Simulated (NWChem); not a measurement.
Everything below was run with NWChem. System: OTe, charge 1, spin multiplicity 2, at the geometry of a parent with another charge or spin, in a state set for the comparison that need not be this species' ground state. Its SCF solution wasn't tested for a lower state. Level: UPBE0/x2c-SVPall-2c, scalar ZORA.

Job file:

```
start mol
memory heap 200 mb stack 900 mb global 1100 mb
charge 1
geometry units angstroms nocenter noautoz noautosym
  O      0.000000     0.000000     1.603772
  Te     0.000000     0.000000    -0.246734
end
basis spherical
  * library x2c-svpall-2c
end
relativistic
  zora on
end
dft
  xc pbe0
  odft
  mult 2
  semidirect memsize 60000000 filesize 0
  iterations 100
  grid fine
end
task dft energy
```

Output (cleaned and shortened):

```
             Northwest Computational Chemistry Package (NWChem) 7.3.0
             --------------------------------------------------------

                                NWChem Input Module
                                -------------------

 Scaling coordinates for geometry "geometry" by  1.889725989
 (inverse scale =  0.529177249)

                             Geometry "geometry" -> ""
                             -------------------------

 Output coordinates in angstroms (scale by  1.889725989 to convert to a.u.)

  No.       Tag          Charge          X              Y              Z
 ---- ---------------- ---------- -------------- -------------- --------------
    1 O                    8.0000     0.00000000     0.00000000     1.60377200
    2 Te                  52.0000     0.00000000     0.00000000    -0.24673400

 Effective nuclear repulsion energy (a.u.)     118.9608331904

            Nuclear Dipole moment (a.u.)
            ----------------------------
        X                 Y               Z
 ---------------- ---------------- ----------------
     0.0000000000     0.0000000000     0.0000151178


 Summary of "ao basis" -> "" (spherical)
 ------------------------------------------------------------------------------
       Tag                 Description            Shells   Functions and Types
 ---------------- ------------------------------  ------  ---------------------
 *                       x2c-svpall-2c                on all atoms

                                 NWChem DFT Module
                                 -----------------

 Summary of "ao basis" -> "ao basis" (spherical)
 ------------------------------------------------------------------------------
       Tag                 Description            Shells   Functions and Types
 ---------------- ------------------------------  ------  ---------------------
 O                       x2c-svpall-2c               6       14   3s2p1d
 Te                      x2c-svpall-2c              18       50   6s8p4d

 Summary of "ao basis" -> "ao basis" (spherical)
 ------------------------------------------------------------------------------
       Tag                 Description            Shells   Functions and Types
 ---------------- ------------------------------  ------  ---------------------
 O                       x2c-svpall-2c               6       14   3s2p1d
 Te                      x2c-svpall-2c              18       50   6s8p4d

            General Information
            -------------------
          SCF calculation type: DFT
          Wavefunction type:  spin polarized.
          No. of atoms     :     2
          No. of electrons :    59
           Alpha electrons :    30
            Beta electrons :    29
          Charge           :     1
          Spin multiplicity:     2
          Use of symmetry is: off; symmetry adaption is: off
          Maximum number of iterations: 100
          AO basis - number of functions:    64
                     number of shells:    24
          Convergence on energy requested:  1.00D-06
          Convergence on density requested:  1.00D-05
          Convergence on gradient requested:  5.00D-04

              XC Information
              --------------
                         PBE0 Method XC Functional
                     Hartree-Fock (Exact) Exchange  0.250
          PerdewBurkeErnzerhof Exchange Functional  0.750
            Perdew 1991 LDA Correlation Functional  1.000 local
           PerdewBurkeErnz. Correlation Functional  1.000 non-local

             Grid Information
             ----------------
          Grid used for XC integration:  fine
          Radial quadrature: Mura-Knowles
          Angular quadrature: Lebedev.
          Tag              B.-S. Rad. Rad. Pts. Rad. Cut. Ang. Pts.
          ---              ---------- --------- --------- ---------
          O                   0.60       70           7.0       590
          Te                  1.40      141           6.0       974
          Grid pruning is: on
          Number of quadrature shells:   211
          Spatial weights used:  Erf1

          Convergence Information
          -----------------------
          Convergence aids based upon iterative change in
          total energy or number of iterations.
          Levelshifting, if invoked, occurs when the
          HOMO/LUMO gap drops below (HL_TOL):  1.00D-02
          DIIS, if invoked, will attempt to extrapolate
          using up to (NFOCK): 10 stored Fock matrices.

                    Damping( 0%)  Levelshifting(0.5)       DIIS
                  --------------- ------------------- ---------------
          dE  on:    start            ASAP                start
          dE off:    2 iters        100 iters           100 iters

      Screening Tolerance Information
      -------------------------------
          Density screening/tol_rho:  1.00D-10
          AO Gaussian exp screening on grid/accAOfunc:  14
          CD Gaussian exp screening on grid/accCDfunc:  20
          XC Gaussian exp screening on grid/accXCfunc:  20
          Schwarz screening/accCoul:  1.00D-08

 dft: using ZORA

      Superposition of Atomic Density Guess
      -------------------------------------

 Sum of atomic energies:       -6519.53126834
          Performing ZORA calculations
          ----------------------------

       Generating atomic ZORA corrections
       ----------------------------------

 In dft_scf:: zora:Knucl= F

 Grid integrated density:      60.000000329038
 Requested integration accuracy:   0.10E-06

      Superposition of Atomic Density Guess
      -------------------------------------
[...]
     8      0.285965  1 O  py                34      0.222564  2 Te py
     7      0.218768  1 O  px                37      0.197062  2 Te py
    28     -0.191555  2 Te py                33      0.170265  2 Te px
    36      0.150756  2 Te px                27     -0.146543  2 Te px

 Vector   29  Occ=1.000000D+00  E=-6.444652D-01
              MO Center=  2.0D-08, -1.5D-08,  1.0D+00, r^2= 1.6D+00
   Bfn.  Coefficient  Atom+Function         Bfn.  Coefficient  Atom+Function
  ----- ------------  ---------------      ----- ------------  ---------------
     4      0.414078  1 O  px                 5     -0.316777  1 O  py
     7      0.274458  1 O  px                33      0.254951  2 Te px
    36      0.236363  2 Te px                27     -0.220290  2 Te px
     8     -0.209965  1 O  py                34     -0.195042  2 Te py
    37     -0.180822  2 Te py                28      0.168526  2 Te py

 Vector   30  Occ=1.000000D+00  E=-5.369573D-01
              MO Center= -2.9D-08, -2.1D-08,  7.9D-02, r^2= 2.3D+00
   Bfn.  Coefficient  Atom+Function         Bfn.  Coefficient  Atom+Function
  ----- ------------  ---------------      ----- ------------  ---------------
    37      0.426581  2 Te py                34      0.419322  2 Te py
    28     -0.347361  2 Te py                36      0.326342  2 Te px
    33      0.320788  2 Te px                 5     -0.290457  1 O  py
    27     -0.265737  2 Te px                 4     -0.222205  1 O  px
     8     -0.213081  1 O  py                 7     -0.163011  1 O  px

 Vector   31  Occ=0.000000D+00  E=-4.553768D-01
              MO Center=  4.3D-08, -3.3D-08,  2.1D-01, r^2= 2.4D+00
   Bfn.  Coefficient  Atom+Function         Bfn.  Coefficient  Atom+Function
  ----- ------------  ---------------      ----- ------------  ---------------
    36      0.420548  2 Te px                33      0.385135  2 Te px
    27     -0.324263  2 Te px                 4     -0.320226  1 O  px
    37     -0.321726  2 Te py                34     -0.294635  2 Te py
     7     -0.248211  1 O  px                28      0.248067  2 Te py
     5      0.244978  1 O  py                 8      0.189886  1 O  py

 Vector   32  Occ=0.000000D+00  E=-3.062032D-01
              MO Center= -1.1D-08,  1.8D-08,  4.8D-03, r^2= 2.7D+00
   Bfn.  Coefficient  Atom+Function         Bfn.  Coefficient  Atom+Function
  ----- ------------  ---------------      ----- ------------  ---------------
    38      0.808325  2 Te pz                 6      0.391828  1 O  pz
     3     -0.378228  1 O  s                 35      0.365952  2 Te pz
     9      0.360537  1 O  pz                29     -0.325909  2 Te pz
    19      0.252795  2 Te s                 20      0.217609  2 Te s
    57     -0.204469  2 Te d  0              18     -0.183081  2 Te s

 Vector   33  Occ=0.000000D+00  E=-6.435635D-02
              MO Center=  3.3D-08,  5.1D-08, -2.8D-01, r^2= 4.1D+00
   Bfn.  Coefficient  Atom+Function         Bfn.  Coefficient  Atom+Function
  ----- ------------  ---------------      ----- ------------  ---------------
    19      2.270660  2 Te s                 20     -2.240181  2 Te s
    18     -0.663067  2 Te s                  3      0.328802  1 O  s
    17      0.136989  2 Te s                 38     -0.124075  2 Te pz
     6      0.099980  1 O  pz                16     -0.081394  2 Te s
    35     -0.040469  2 Te pz                52     -0.031613  2 Te d  0

                     DFT Final Beta Molecular Orbital Analysis
                     -----------------------------------------

 Vector   27  Occ=1.000000D+00  E=-6.612540D-01
              MO Center= -4.9D-08,  3.7D-08,  8.4D-01, r^2= 2.3D+00
   Bfn.  Coefficient  Atom+Function         Bfn.  Coefficient  Atom+Function
  ----- ------------  ---------------      ----- ------------  ---------------
     6      0.507504  1 O  pz                35     -0.383853  2 Te pz
     9      0.331794  1 O  pz                29      0.326065  2 Te pz
    38     -0.202910  2 Te pz                19      0.201571  2 Te s
    20      0.170051  2 Te s                 18     -0.163266  2 Te s
     2      0.158763  1 O  s                  3      0.145312  1 O  s

 Vector   28  Occ=1.000000D+00  E=-6.370900D-01
              MO Center=  2.7D-08, -1.9D-08,  1.1D+00, r^2= 1.5D+00
   Bfn.  Coefficient  Atom+Function         Bfn.  Coefficient  Atom+Function
  ----- ------------  ---------------      ----- ------------  ---------------
     4      0.414204  1 O  px                 5     -0.316873  1 O  py
     7      0.279484  1 O  px                33      0.248908  2 Te px
    36      0.233116  2 Te px                27     -0.215783  2 Te px
     8     -0.213810  1 O  py                34     -0.190419  2 Te py
    37     -0.178338  2 Te py                28      0.165078  2 Te py

 Vector   29  Occ=1.000000D+00  E=-6.080915D-01
              MO Center= -5.8D-09, -6.2D-09,  1.1D+00, r^2= 1.6D+00
   Bfn.  Coefficient  Atom+Function         Bfn.  Coefficient  Atom+Function
  ----- ------------  ---------------      ----- ------------  ---------------
     5      0.407706  1 O  py                 4      0.311901  1 O  px
     8      0.284759  1 O  py                34      0.242367  2 Te py
    37      0.237531  2 Te py                 7      0.217845  1 O  px
    28     -0.212314  2 Te py                33      0.185415  2 Te px
    36      0.181715  2 Te px                27     -0.162423  2 Te px

 Vector   30  Occ=0.000000D+00  E=-4.441810D-01
              MO Center=  4.6D-08, -3.2D-08,  1.9D-01, r^2= 2.4D+00
   Bfn.  Coefficient  Atom+Function         Bfn.  Coefficient  Atom+Function
  ----- ------------  ---------------      ----- ------------  ---------------
    36      0.425218  2 Te px                33      0.385683  2 Te px
    27     -0.325374  2 Te px                37     -0.325299  2 Te py
     4     -0.314895  1 O  px                34     -0.295054  2 Te py
    28      0.248916  2 Te py                 7     -0.246895  1 O  px
     5      0.240900  1 O  py                 8      0.188879  1 O  py

 Vector   31  Occ=0.000000D+00  E=-4.117888D-01
              MO Center= -1.7D-08, -1.5D-08,  1.9D-01, r^2= 2.5D+00
   Bfn.  Coefficient  Atom+Function         Bfn.  Coefficient  Atom+Function
  ----- ------------  ---------------      ----- ------------  ---------------
    37      0.435354  2 Te py                34      0.374919  2 Te py
    36      0.333053  2 Te px                28     -0.319961  2 Te py
     5     -0.311450  1 O  py                33      0.286819  2 Te px
     8     -0.251422  1 O  py                27     -0.244775  2 Te px
     4     -0.238264  1 O  px                 7     -0.192342  1 O  px

 Vector   32  Occ=0.000000D+00  E=-2.940929D-01
              MO Center= -1.1D-08,  1.5D-08,  1.6D-02, r^2= 2.7D+00
   Bfn.  Coefficient  Atom+Function         Bfn.  Coefficient  Atom+Function
  ----- ------------  ---------------      ----- ------------  ---------------
    38      0.815982  2 Te pz                 6      0.391321  1 O  pz
     3     -0.386285  1 O  s                  9      0.363669  1 O  pz
    35      0.357579  2 Te pz                29     -0.321096  2 Te pz
    19      0.258561  2 Te s                 20      0.226604  2 Te s
    57     -0.200696  2 Te d  0              18     -0.189632  2 Te s

   alpha - beta orbital overlaps
   -----------------------------

   alpha      1      2      3      4      5      6      7      8      9     10
    beta      1      2      3      5      4      6      7      8      9     10
 overlap   1.000  1.000  1.000  1.000  1.000  1.000  1.000  1.000  1.000  0.995

   alpha     11     12     13     14     15     16     17     18     19     20
    beta     11     12     13     14     15     16     17     18     19     20
 overlap   1.000  1.000  1.000  0.995  1.000  1.000  1.000  1.000  1.000  0.999

   alpha     21     22     23     24     25     26     27     28     29     30
    beta     21     22     23     24     25     26     27     29     28     31
 overlap   1.000  1.000  0.999  1.000  1.000  0.999  1.000  0.996  1.000  0.997

   alpha     31     32     33     34     35     36     37     38     39     40
    beta     30     32     33     34     35     37     36     38     39     40
 overlap   1.000  1.000  0.998  1.000  0.996  0.999  1.000  0.998  1.000  1.000

   alpha     41     42     43     44     45     46     47     48     49     50
    beta     41     42     44     43     45     47     46     49     48     50
 overlap   0.997  1.000  1.000  1.000  1.000  1.000  0.997  1.000  1.000  0.997

   alpha     51     52     53     54     55     56     57     58     59     60
    beta     51     52     53     54     55     56     57     58     59     60
 overlap   1.000  1.000  1.000  1.000  1.000  1.000  1.000  1.000  1.000  1.000

   alpha     61     62     63     64
    beta     61     62     63     64
 overlap   1.000  1.000  1.000  1.000

     --------------------------
     Expectation value of S2:
     --------------------------
      <S2> =      0.7534 (Exact =     0.7500)

 center of mass
 --------------
 x =   0.00000000 y =   0.00000000 z =  -0.08289590

 moments of inertia (a.u.)
 ------------------
         174.153390426011           0.000000000000           0.000000000000
           0.000000000000         174.153390426011           0.000000000000
           0.000000000000           0.000000000000           0.000000000000

     Multipole analysis of the density
     ---------------------------------

     L   x y z        total         alpha         beta         nuclear
     -   - - -        -----         -----         ----         -------
     0   0 0 0      1.000000    -30.000000    -29.000000     60.000000

     1   1 0 0      0.000000      0.000000      0.000000      0.000000
     1   0 1 0     -0.000000     -0.000000     -0.000000      0.000000
     1   0 0 1     -1.170255     -0.762115     -0.408155      0.000015

     2   2 0 0    -19.632397    -10.742494     -8.889903      0.000000
     2   1 1 0     -0.993968     -1.043299      0.049331      0.000000
     2   1 0 1     -0.000000     -0.000000     -0.000000      0.000000
     2   0 2 0    -20.171271    -11.308112     -8.863158      0.000000
     2   0 1 1      0.000000      0.000000      0.000000      0.000000
     2   0 0 2    -20.888580    -54.943389    -50.730527     84.785336

 Task  times  cpu:       16.0s     wall:       16.0s

 Total times  cpu:       16.1s     wall:       16.1s
```
